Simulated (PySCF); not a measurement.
BBr2 (SMILES Br[B]Br), doublet, at a GFN2-xTB geometry.

PySCF was given this input:
```python
from pyscf import gto, scf

mol = gto.M(
    atom='''
Br   -1.637572   -0.089585    0.005101
B    -0.015494    0.824729   -0.031273
Br    1.639785   -0.028233   -0.000634
''',
    basis='pcseg-0',
    charge=0,
    spin=1,
    verbose=4,
)

mf = scf.UHF(mol)
mf = mf.density_fit(auxbasis='def2-universal-jkfit')
mf.kernel()
```

**Question.** What number of basis functions does DF-HF/pcseg-0 (PySCF) give?

**Answer.** 53

**Question.** Predict the HOMO energy from DF-HF/pcseg-0.

**Answer.** -9.80 eV

**Question.** Estimate the nuclear repulsion energy that DF-HF/pcseg-0 returns for this input.

**Answer.** 297.2087 Eh

**Question.** What <S^2> does DF-HF/pcseg-0 give?

**Answer.** 0.756

**Question.** Estimate the total energy that DF-HF/pcseg-0 returns for this input.

**Answer.** -5163.1089 Eh

These values belong to the state on which the SCF converged, which isn't shown to be the lowest.
